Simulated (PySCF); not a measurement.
C3HBrF2, SMILES C(=C=C(F)F)Br.

The structure is a stationary point at B3LYP-D3(BJ)/def2-SVP.

Two levels are set side by side: PBE/def2-TZVP (PySCF) and CAM-B3LYP/def2-TZVP (PySCF). Same geometry, gas phase. Differences are taken from unrounded values.

```tsv
quantity	PBE
orbital gap (eV)	4.36
highest occupied level (eV)	-6.64
lowest empty level (eV)	-2.29
dipole moment (D)	0.98
mean polarisability (bohr³)	62.6
```

### Question
These are the PBE values. What does CAM-B3LYP give? (The exact figures need the calculation; the answer reports its results.)

### Answer

| quantity | CAM-B3LYP | PBE minus CAM-B3LYP |
|---|---|---|
| orbital gap (eV) | 9.08 | -4.72 |
| highest occupied level (eV) | -9.26 | 2.62 |
| lowest empty level (eV) | -0.19 | -2.10 |
| dipole moment (D) | 1.20 | -0.22 |
| mean polarisability (bohr³) | 59.9 | 2.7 |

Without exact exchange PBE keeps part of each electron's self-repulsion, which lifts occupied levels and narrows the gap. Loosely held outer electrons make PBE densities more polarisable. Differences between two approximate levels are no errors against the true value.

Rough cost on one machine, each run with all the roots and properties that it gave: CAM-B3LYP against PBE within a factor of 2.
